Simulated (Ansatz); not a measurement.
`[OH][Ge]([F])([Cl])[Cl]` + H₂ → `[OH][GeH]([Cl])[Cl]` + H–F at 600 K and 1 bar (hydrogenolysis of a Ge–F bond).

Calculated with Ansatz (gas phase, PBE0-D4/def2-TZVP geometries, no zero-point term in ΔE). CBS: MP2 limit from def2 TZ/QZ plus the TZ coupled-cluster correction, frozen cores. This one scheme is used for every species. For Ge outer-core shells are correlated without core-valence functions, which leaves a few kJ/mol of doubt a bond. Scalar relativity is left out up to krypton. One conformer a species, not always the lowest.

| species | CCSD(T)/CBS energy (Eh) | H − E (kJ/mol) | S (J/(mol·K)) |
| --- | --- | --- | --- |
| `[OH][Ge]([F])([Cl])[Cl]` | -3171.38906 | 104.0 | 436.5 |
| H₂ | -1.17544 | 43.9 | 150.8 |
| `[OH][GeH]([Cl])[Cl]` | -3072.15640 | 113.3 | 405.6 |
| H–F | -100.39570 | 42.3 | 194.0 |

H − E and S are ideal-gas, rigid-rotor, harmonic terms from PBE0-D4/def2-TZVP, for one conformer and one mirror image of each species. The MP2-based limit puts H₂ 0.8 mEh under its directly extrapolated value; such offsets cancel only in part. 1 Eh = 2625.50 kJ/mol, R = 8.31446 J/(mol·K).

Problem. By hand: ΔE, ΔH, ΔS and ΔG.

Solution. ΔE = (-3072.15640) + (-100.39570) − (-3171.38906) − (-1.17544) = 0.01240 Eh = 32.6 kJ/mol. Δ(H − E) = 113.3 + 42.3 − 104.0 − 43.9 = 7.7, so ΔH = 40.3 kJ/mol. ΔS = 405.6 + 194.0 − 436.5 − 150.8 = 12.3 J/(mol·K). ΔG = 40.3 − 600 × (12.3)/1000 = 32.9 kJ/mol.

Problem. By hand: the equilibrium constant, and the temperature at which ΔG would vanish if ΔH and ΔS stayed fixed.

Solution. log₁₀ K = −ΔG/(RT ln 10) = -2.9. ΔG = 0 at ΔH/ΔS = 3276 K, far beyond where these terms or the molecules hold.

The number of gas molecules stays the same, so ΔS is small and ΔH decides. A doubt of 5 kJ/mol in ΔE shifts log₁₀ K by 0.4 here. Other conformers and mirror images would add mixing entropy, several J/(mol·K) or more a flexible species. These are equilibria of isolated gas molecules and say nothing of rates. Largest T1 diagnostic: 0.011 (customary marks: 0.02 for closed shells, 0.045 for open ones).
